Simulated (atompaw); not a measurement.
# titanium (Ti): one change to a PAW (atompaw) potential, before and after

```json
{"Element": "Ti (Z = 22)", "Generator": "atompaw 4.2.0.5", "Type": "PAW", "Functional": "LDA (PW92)", "Relativity": "scalar-relativistic", "Frozen core": "[Ne] 3s2", "Valence charge": "10", "Reference configuration": "3p6 3d3 4s1 4p0", "Partial waves": "4s (bound): rc 3.00 bohr; 4s channel at 1.05 Ry: rc 3.00 bohr; 3p (bound): rc 1.10 bohr; 4p (bound, empty): rc 1.85 bohr; 3d (bound): rc 1.70 bohr; 3d channel at 0.3 Ry: rc 1.70 bohr; 4f channel at 0.05 Ry: rc 3.00 bohr", "Local potential": "troulliermartins scheme with l = 4 at 1 Ry, radius 2.30 bohr", "Core correction": "smooth core density matched at 2.25 bohr", "Augmentation charge": "sinc compensation charge, radius 3.00 bohr; PAW radius 3.00 bohr; waves and projectors: custom polynom2 7 10 vanderbiltortho"}
```

Change: wave 3d (bound): rc 1.70 bohr becomes 3d (bound): rc 2.56 bohr.

Cutoffs: the cutoffs (Ry, on a coarse ladder) from which the occupation-weighted sum of valence levels, in a spherical-Bessel basis at the reference potential, stays within 10 and 1 mRy of its value at 400 Ry; they do not see the model core or the augmentation charge, which bear on the density cutoff.

What does the change do?

The range in which the d phases agree narrows (upper end at the end of the scan → 1.2); neither file shows a bound ghost.

```csv
quantity,base,changed
"cutoff, loose",260 Ry,260 Ry
"cutoff, tight",over 300 Ry,over 300 Ry
loose cutoff by channel (10 mRy a level),"s 6 Ry, p 45 Ry, d 21 Ry","s 6 Ry, p 45 Ry, d 8 Ry"
bound ghosts,none,none
s: phases at 3.02 bohr within 0.05 rad from the reference energy up to (Ry; the scan ends near 5),1.6,1.6
p: phases at 3.02 bohr within 0.05 rad from the reference energy up to (Ry; the scan ends near 5),to the end of the scan,to the end of the scan
d: phases at 3.02 bohr within 0.05 rad from the reference energy up to (Ry; the scan ends near 5),to the end of the scan,1.2
f: phases at 3.02 bohr within 0.05 rad from the reference energy up to (Ry; the scan ends near 5),1.1,1.1
lowest overlap eigenvalue by channel,"s 0.85, p 0.63, d 0.95, f 1.00","s 0.85, p 0.63, d 0.34, f 1.00"
```

 The cutoffs see the waves, projectors and local potential, not the compensation charge or the core.
